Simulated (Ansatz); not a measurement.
Isolated molecules relaxed with PBE0-D4/def2-TZVP in Ansatz; ΔE leaves out vibrations. CBS: MP2 limit from def2 TZ/QZ plus the TZ coupled-cluster correction, frozen cores. This one scheme is used for every species. Functionals use def2-TZVPP. B3LYP here is the variant with VWN-RPA as its local correlation; programs differ in this. One conformer a species, not always the lowest.

`N[SiH]([SiH3])BF` → `N[SiH2]BF` + `[SiH2]`  (silylene loss)

```json
{"species": "`N[SiH]([SiH3])BF`", "B3LYP energy (Eh)": "-762.84501"}
{"species": "`N[SiH2]BF`", "B3LYP energy (Eh)": "-472.11834"}
{"species": "`[SiH2]`", "B3LYP energy (Eh)": "-290.64154"}
```

Work out ΔE.

ΔE = (-472.11834) + (-290.64154) − (-762.84501) = 0.08513 Eh = +2.32 eV. CCSD(T)/CBS gives +2.48 eV.

Largest T1 diagnostic among the species: 0.014.

In def2-TZVPP, CCSD(T) changes the Hartree–Fock value by +0.25 eV (the triples alone add +0.07 eV) and MP2 by +0.40 eV. From PBE to PBE0 (25 % exact exchange), in def2-TZVPP and without D4, ΔE moves by +0.04 eV. The D4 term adds +0.15 eV with B3LYP and +0.08 eV with PBE0; it sums over pairs of atoms, weighted by their polarisabilities, and B3LYP, whose exchange is more repulsive, gets the larger term.
